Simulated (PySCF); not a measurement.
**Br, SMILES `[Br]` (charge 0, multiplicity 2)**

Method: PBE0-D3(BJ)/def2-TZVP run with PySCF.

```
Item                                            Value
-----------------------------  ----------------------
highest occupied spin orbital                -8.76 eV
dipole moment                                  0.00 D
total energy                            -2573.8119 Ha
cost                           roughly 3 core-seconds
```

```xyz
1

Br     0.0000     0.0000     0.0000
```
Charge 0, spin multiplicity 2.
